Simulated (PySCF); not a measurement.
**NMR parameters of BMe2(CN)**

BMe2(CN), C3H6BN, point group C2.

Cartesian coordinates in Å; atom numbers follow the order of the lines, from 1:
```xyz
11

B    -0.1095   -0.2082    0.0061
C     1.4487   -0.2855   -0.0210
H     1.7540   -0.4819    1.0265
H     1.9343    0.6517   -0.3274
H     1.8412   -1.1305   -0.6060
C    -0.9283    1.1201    0.0110
H    -1.2607    1.2703   -1.0359
H    -0.3370    2.0034    0.2906
H    -1.8506    1.0709    0.6088
C    -0.9012   -1.5485    0.0312
N    -1.4927   -2.5473    0.0470
```

GIAO calculations in PySCF 2.14.0 with density-fitted response routines on the PBE0-D3(BJ)/def2-SVP structure: isolated species, non-relativistic, equivalent atoms averaged; basis pcSseg-1.

(1) Give the isotropic shieldings (ppm) with B3LYP, PBE0.

(2) And the chemical shifts, against references computed in the same way?

(3) Which part of the shielding of N11 depends on the functional?

(4) What couplings does B3LYP/pcJ-1 (spin–dipole term only in couplings to heteroatoms) give?

Results:

(1) 
| atoms | environment | B3LYP | PBE0 |
| --- | --- | --- | --- |
| N11 | nitrogen bonded to C | -121.9 | -118.4 |
| C10 | carbon bonded to B, N | 48.7 | 52.3 |
| C2/C6 | carbon bonded to B, 3 H | 161.3 | 166.0 |
| B1 | boron bonded to 3 C | 23.9 | 27.6 |
| H3/H4/H5/H7/H8/H9 | hydrogen on a carbon bonded to B | 30.22 | 30.06 |
| HOMO–LUMO gap (eV) | – | 6.65 | 7.09 |

(2) 
```json
{"atoms": "N11", "nucleus, reference": "¹⁵N, NH3", "B3LYP": "385.4", "PBE0": "384.1"}
{"atoms": "C10", "nucleus, reference": "¹³C, TMS", "B3LYP": "130.5", "PBE0": "132.1"}
{"atoms": "C2/C6", "nucleus, reference": "¹³C, TMS", "B3LYP": "17.9", "PBE0": "18.4"}
{"atoms": "B1", "nucleus, reference": "¹¹B, BF3·OEt2", "B3LYP": "73.9", "PBE0": "73.2"}
{"atoms": "H3/H4/H5/H7/H8/H9", "nucleus, reference": "¹H, TMS", "B3LYP": "1.16", "PBE0": "1.20"}
```

(3) Diamagnetic: B3LYP 339, PBE0 338 ppm; paramagnetic: B3LYP -461, PBE0 -456 ppm.

(4) ¹J(C2,H3) = 126.6, ¹J(B1,C10) = 79.3, ¹J(B1,C2) = 55.8, ¹J(C10,N11) = -16.8, ²J(H3,H4) = -16.0, ²J(C2,C10) = 6.3, ²J(B1,H3) = -4.7, ²J(C2,C6) = 3.6, ³J(H3,C10) = 3.8, ³J(C2,H7) = 3.1 Hz (averaged over equivalent pairs; isotopes ¹³C, ¹H, ¹¹B, ¹⁵N).

Experimental scales use liquid or dissolved standards, which lie at an offset from isolated NH3 (liquid NH3: subtract about 20 ppm). Unscaled 15N shifts of sp2 nitrogen come out 20 to 40 ppm too high even then.
